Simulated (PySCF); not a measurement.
Excitation energy of Ca by level of theory

Ca [Ar] 4s2 (1S) → Ca [Ar] 3d1 4s1 (3D), as a difference of total energies. Calculation: PySCF 2.14, in x2c-QZVPPall (11s7p4d3f, 73 functions); the spin-free X2C one-electron Hamiltonian (Gaussian nucleus). Correlated levels: valence: [Ar] frozen; valence and next inner shell: [Ne] frozen. The calculations carry no spin-orbit coupling.

```tsv
method	excitation energy (cm⁻¹)
UHF	18209
LDA	14072
PBE	13328
PBE0	14776
r2SCAN	11833
CAM-B3LYP	16748
BHandHLYP	17760
M06-2X	20622
BP86	13420
MP2 (valence)	21789
SCS-MP2 (valence)	23217
MP2 (valence and next inner shell)	21247
SCS-MP2 (valence and next inner shell)	22653
```

Errors of the correlated levels include the incompleteness of this basis and the frozen core.

For comparison: 20357 cm⁻¹ (measured; NIST levels, between the centres of gravity of the two terms).
